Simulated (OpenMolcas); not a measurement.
## Ni3+: moving or changing the point charges

Ni3+ among 6 point charges of -2 e arranged as a trigonal prism (D3h), 1.73 Å from the ion, with a polar angle of 46.2° against the regular 49.1°.

| Quantity | Value |
| --- | --- |
| Program | OpenMolcas |
| Method | CASSCF |
| Basis | ANO-RCC-VDZP [5s4p2d1f] |
| Scalar Hamiltonian | DKH2, point nucleus |
| Active space | 7 electrons in 5 orbitals (3d) |
| State averaging | 2S+1 = 4 even, 10 roots; 2S+1 = 2 even, 40 roots |
| Spin-orbit coupling | RASSI with atomic mean-field integrals over the reference wave functions |

Runs around this geometry, states (labels of D3, the rotations of D3h). Energies in cm-1 above the lowest state or level, χT in cm3 K/mol.

```json
{"R (Å)": "1.73", "q (e)": "-2", "Polar angle / regular": "0.86", "Ground state": "4E", "First state of that spin": "4410", "First gap with spin-orbit (degeneracies)": "433.9 (2, 2)", "χT at 300 K": "3.758", "First state of another spin": "2A2 21431"}
{"R (Å)": "1.73", "q (e)": "-1", "Polar angle / regular": "0.94", "Ground state": "4E", "First state of that spin": "1138", "First gap with spin-orbit (degeneracies)": "323.9 (2, 2)", "χT at 300 K": "4.420", "First state of another spin": "2A1 21616"}
{"R (Å)": "1.73", "q (e)": "-2", "Polar angle / regular": "0.94", "Ground state": "4E", "First state of that spin": "4A1 5350", "First gap with spin-orbit (degeneracies)": "429.1 (2, 2)", "χT at 300 K": "3.757", "First state of another spin": "2A2 22730"}
{"R (Å)": "1.92", "q (e)": "-2", "Polar angle / regular": "0.94", "Ground state": "4E", "First state of that spin": "4A1 1428", "First gap with spin-orbit (degeneracies)": "354.5 (2, 2)", "χT at 300 K": "4.238", "First state of another spin": "2E 21263"}
```

Taking the first state of the same spin as R^-n, n = -ln(1428 / 5350) / ln(1.92 / 1.73) = 12.7 between the shortest and longest distance.

An orbital doublet at a regular site is open to a Jahn-Teller distortion, which this geometry leaves out. Without dynamic correlation the repulsion within the d shell is too large (B by tens of per cent), so at a given field states of lower spin stand too high. Point charges give a weaker field than real ligands, and real ions of this kind are often low spin; the high spin found here belongs to the model. The ground term spreads over less than 5000 cm-1, several times less than with real ligands, so orbital moments are less quenched and χT lies further from the spin-only value than at real sites (holds for R = 1.73, q = -1, ratio = 0.94; R = 1.92, q = -2, ratio = 0.94). Point charges carry no covalency, so the field is a model and not that of real ligands. An unlabelled pair can be two single states that coincide in this model. No measured value stands beside these numbers.
